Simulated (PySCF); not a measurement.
PySCF job for Al(Br)(Me)(NH2) (CH5AlBrN), SMILES [Br][Al]([NH2])[CH3], TDDFT-PBE0/def2-SVPD. Geometry: TPSSh-D3(BJ)/def2-SVP. The structure was generated by enumeration; whether it is a known compound was not checked. The values are those of a single conformer.

```python
import numpy as np
from pyscf import gto, scf, dft, tdscf

mol = gto.M(
    atom='''
    Al    0.64639750    0.66553468    0.20885961
    Br   -0.89048523   -0.94381397   -0.27309898
    C     0.62913502    2.37212228   -0.73577378
    H     0.75701565    2.22213562   -1.82174584
    H     1.42779951    3.04983525   -0.39064019
    H    -0.33691891    2.88790552   -0.59849541
    N     1.81882464    0.25147493    1.47076304
    H     2.56474727    0.86063716    1.79897426
    H     1.84458949   -0.63203331    1.97449803
    ''',
    basis='def2-SVPD',
    charge=0,
    spin=0,
    max_memory=1600,
    verbose=4,
)
mf = dft.RKS(mol, xc='pbe0').density_fit(auxbasis='def2-universal-jkfit')
mf.grids.level = 3
mf.conv_tol = 1e-9
mf.max_cycle = 100
mf.kernel()
mf.grids = dft.Grids(mol).set(level=1).build(with_non0tab=True)  # coarser grid for the response kernel
td = tdscf.TDDFT(mf)
td.singlet = True
td.nstates = 10
td.conv_tol = 1e-4
td.positive_eig_threshold = 1e-6
td.kernel(x0=td.get_init_guess(mf, 15))
td.analyze()
tt = tdscf.TDA(mf)
tt.singlet = False
tt.nstates = 4
tt.conv_tol = 1e-4
tt.positive_eig_threshold = 1e-6
tt.kernel(x0=tt.get_init_guess(mf, 9))
tt.analyze(verbose=3)
```

Log of the run:

```
PySCF version 2.14.0

[INPUT] verbose = 4
[INPUT] num. atoms = 9
[INPUT] num. electrons = 66
[INPUT] charge = 0
[INPUT] spin (= nelec alpha-beta = 2S) = 0
[INPUT] symmetry False subgroup None
[INPUT] Mole.unit = angstrom
[INPUT] Symbol           X                Y                Z      unit          X                Y                Z       unit  Magmom
[INPUT]  1 Al     0.646397500000   0.665534680000   0.208859610000 AA    1.221514242604   1.257678271600   0.394687461383 Bohr   0.0
[INPUT]  2 Br    -0.890485230000  -0.943813970000  -0.273098980000 AA   -1.682773202670  -1.783549915838  -0.516082277098 Bohr   0.0
[INPUT]  3 C      0.629135020000   2.372122280000  -0.735773780000 AA    1.188892883173   4.482661443179  -1.390410933836 Bohr   0.0
[INPUT]  4 H      0.757015650000   2.222135620000  -1.821745840000 AA    1.430552250510   4.199227733441  -3.442600706166 Bohr   0.0
[INPUT]  5 H      1.427799510000   3.049835250000  -0.390640190000 AA    2.698150034688   5.763353347544  -0.738202972348 Bohr   0.0
[INPUT]  6 H     -0.336918910000   2.887905520000  -0.598495410000 AA   -0.636684466087   5.457350506420  -1.130992411709 Bohr   0.0
[INPUT]  7 N      1.818824640000   0.251474930000   1.470763040000 AA    3.437080438211   0.475218744894   2.779339339733 Bohr   0.0
[INPUT]  8 H      2.564747270000   0.860637160000   1.798974260000 AA    4.846669919026   1.626368525023   3.399568656542 Bohr   0.0
[INPUT]  9 H      1.844589490000  -0.632033310000   1.974498030000 AA    3.485768948351  -1.194369857502   3.731260510193 Bohr   0.0

nuclear repulsion = 287.774170744718
number of shells = 61
number of NR pGTOs = 235
number of NR cGTOs = 145
basis = def2-SVPD
ecp = {}


[settings echo left out]
init E= -2910.52554381797
  HOMO = -0.328864925203185  LUMO = -0.0629973318337691  gap/eV = 7.23463
cycle= 1 E= -2911.53395189783  delta_E= -1.01  |g|= 0.529  |ddm|= 4.39
  HOMO = -0.195422569597357  LUMO = -0.00686756992176596  gap/eV = 5.13084
cycle= 2 E= -2911.4764321736  delta_E= 0.0575  |g|= 0.718  |ddm|= 1.46
  HOMO = -0.289960728717797  LUMO = -0.0203223940159738  gap/eV = 7.33723
cycle= 3 E= -2911.60047228069  delta_E= -0.124  |g|= 0.0857  |ddm|= 0.794
  HOMO = -0.28013771523581  LUMO = -0.0200536622051781  gap/eV = 7.07725
cycle= 4 E= -2911.60224736853  delta_E= -0.00178  |g|= 0.0293  |ddm|= 0.128
  HOMO = -0.281891032797888  LUMO = -0.0198370920442694  gap/eV = 7.13085
cycle= 5 E= -2911.60244421935  delta_E= -0.000197  |g|= 0.00339  |ddm|= 0.0334
  HOMO = -0.2817148037264  LUMO = -0.0197378043770553  gap/eV = 7.12876
cycle= 6 E= -2911.60244697257  delta_E= -2.75e-06  |g|= 0.00191  |ddm|= 0.0105
  HOMO = -0.281780852650626  LUMO = -0.0197326800840543  gap/eV = 7.13069
cycle= 7 E= -2911.60244771984  delta_E= -7.47e-07  |g|= 0.000278  |ddm|= 0.00274
  HOMO = -0.281845593350341  LUMO = -0.0197536836593026  gap/eV = 7.13188
cycle= 8 E= -2911.60244773858  delta_E= -1.87e-08  |g|= 6.84e-05  |ddm|= 0.000752
  HOMO = -0.281840606576703  LUMO = -0.0197487568853316  gap/eV = 7.13188
cycle= 9 E= -2911.60244774008  delta_E= -1.5e-09  |g|= 1.38e-05  |ddm|= 0.000176
  HOMO = -0.281840317581764  LUMO = -0.0197492039914056  gap/eV = 7.13186
cycle= 10 E= -2911.60244774014  delta_E= -5.73e-11  |g|= 1.97e-06  |ddm|= 2.62e-05
  HOMO = -0.281839817216426  LUMO = -0.0197490309208752  gap/eV = 7.13185
Extra cycle  E= -2911.60244774013  delta_E= 1.41e-11  |g|= 1.75e-06  |ddm|= 5.84e-06
converged SCF energy = -2911.60244774013
tot grids = 36344
Overwritten attributes  positive_eig_threshold  of <class 'pyscf.tdscf.rks.TDDFT'>


******** <class 'pyscf.tdscf.rks.TDDFT'> for <class 'pyscf.df.df_jk.DFRKS'> ********
nstates = 10 singlet
deg_eia_thresh = 1.000e-03
wfnsym = None
conv_tol = 0.0001
eigh lindep = 1e-12
eigh level_shift = 0
eigh max_cycle = 100


Excitation energies (eV)
[5.88678866 6.4923573  6.62155249 6.65895219 6.87947113 7.1900947
 7.24355815 7.30831282 7.36455548 7.71947058]

** Singlet excitation energies and oscillator strengths **
Excited State   1:      5.88679 eV    210.61 nm  f=0.0250
      33 -> 34       -0.69845
Excited State   2:      6.49236 eV    190.97 nm  f=0.0367
      32 -> 34        0.55672
      33 -> 35        0.41882
Excited State   3:      6.62155 eV    187.24 nm  f=0.0000
      32 -> 35        0.69707
Excited State   4:      6.65895 eV    186.19 nm  f=0.1667
      32 -> 34        0.41428
      33 -> 35       -0.55397
Excited State   5:      6.87947 eV    180.22 nm  f=0.0975
      31 -> 34        0.66519
      33 -> 36       -0.16640
Excited State   6:      7.19009 eV    172.44 nm  f=0.0165
      30 -> 34        0.55364
      31 -> 35       -0.42171
Excited State   7:      7.24356 eV    171.16 nm  f=0.0031
      30 -> 35       -0.12000
      31 -> 34       -0.14151
      33 -> 36       -0.64823
      33 -> 38       -0.15267
Excited State   8:      7.30831 eV    169.65 nm  f=0.0120
      30 -> 35        0.68666
      31 -> 34       -0.11163
      33 -> 36       -0.10006
Excited State   9:      7.36456 eV    168.35 nm  f=0.1234
      30 -> 34        0.39767
      31 -> 35        0.53555
      32 -> 36        0.15833
Excited State  10:      7.71947 eV    160.61 nm  f=0.0002
      33 -> 37       -0.67676
      33 -> 42        0.11411

** Transition electric dipole moments (AU) **
state          X           Y           Z        Dip. S.      Osc.
  1        -0.2557      0.1572      0.2887      0.1734      0.0250
  2         0.2039      0.4317     -0.0548      0.2310      0.0367
  3         0.0062     -0.0043     -0.0106      0.0002      0.0000
  4        -0.6003      0.3626     -0.7282      1.0220      0.1667
  5        -0.4668      0.2873      0.5274      0.5786      0.0975
  6         0.1564      0.2627     -0.0050      0.0935      0.0165
  7        -0.0812      0.0488      0.0912      0.0173      0.0031
  8         0.1578     -0.0993     -0.1794      0.0670      0.0120
  9         0.1862      0.7653     -0.2526      0.6841      0.1234
 10         0.0202     -0.0129     -0.0227      0.0011      0.0002

** Transition velocity dipole moments (imaginary part, AU) **
state          X           Y           Z        Dip. S.      Osc.
  1        -0.0585      0.0360      0.0661      0.0091      0.0280
  2         0.0497      0.1047     -0.0131      0.0136      0.0380
  3         0.0022     -0.0014     -0.0033      0.0000      0.0000
  4        -0.1490      0.0899     -0.1807      0.0629      0.1715
  5        -0.1175      0.0723      0.1328      0.0367      0.0967
  6         0.0411      0.0744     -0.0042      0.0072      0.0183
  7        -0.0246      0.0148      0.0276      0.0016      0.0040
  8         0.0423     -0.0267     -0.0481      0.0048      0.0120
  9         0.0495      0.2119     -0.0717      0.0525      0.1293
 10         0.0062     -0.0040     -0.0070      0.0001      0.0002

** Transition magnetic dipole moments (imaginary part, AU) **
state          X           Y           Z
  1         0.1255      0.8585     -0.3566
  2        -0.1953      0.1202      0.2219
  3         0.6336      0.1298      0.4874
  4         0.1298     -0.0811     -0.1503
  5         0.2887     -0.0131      0.2627
  6         0.2080     -0.1278     -0.2331
  7        -0.1076      0.0250     -0.1073
  8         0.7429     -0.1353      0.7325
  9         0.3017     -0.1855     -0.3394
 10         0.1372     -0.1694      0.2137
Overwritten attributes  positive_eig_threshold  of <class 'pyscf.tdscf.rks.TDA'>


******** <class 'pyscf.tdscf.rks.TDA'> for <class 'pyscf.df.df_jk.DFRKS'> ********
nstates = 4 triplet
deg_eia_thresh = 1.000e-03
wfnsym = None
conv_tol = 0.0001
eigh lindep = 1e-12
eigh level_shift = 0
eigh max_cycle = 100


Excitation energies (eV)
[5.51318497 5.53849208 6.22404581 6.3957669 ]

** Triplet excitation energies and oscillator strengths **
Excited State   1:      5.51318 eV    224.89 nm  f=0.0000
Excited State   2:      5.53849 eV    223.86 nm  f=0.0000
Excited State   3:      6.22405 eV    199.20 nm  f=0.0000
Excited State   4:      6.39577 eV    193.85 nm  f=0.0000
```

The run converged.
